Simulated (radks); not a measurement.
Coulomb parameter of the 5d shell of the tungsten ion W+ in the model configuration [Xe] 4f14 5d3.5 6s1.5, as a second difference U = [E(n + 0.25) + E(n - 0.25) - 2 E(n)] / (0.25)^2 with all orbitals relaxed. "Bare": the charge of the atom changes with n. "Screened": the 6s shell takes up the change at fixed total charge, which measures U(5d,5d) + U(6s,6s) - 2 U(5d,6s). Calculated with a radial shooting solver on a logarithmic mesh with Libxc functionals: Dirac Kohn-Sham, LDA (Slater exchange, Perdew-Wang correlation), spin-unpolarised, spherical densities, finite nucleus; open shells are shared between the two j in proportion to 2j + 1; Fermi nuclear charge, rms radius 5.3658 fm.

case,configuration,E - E(n) (eV)
start,[Xe] 4f14 5d3.5 6s1.5,0.000
bare +0.25,[Xe] 4f14 5d3.75 6s1.5,-2.914
bare -0.25,[Xe] 4f14 5d3.25 6s1.5,3.521
screened +0.25,[Xe] 4f14 5d3.75 6s1.25,0.042
screened -0.25,[Xe] 4f14 5d3.25 6s1.75,0.010

U(bare) = 9.703 eV, U(screened by 6s) = 0.845 eV.
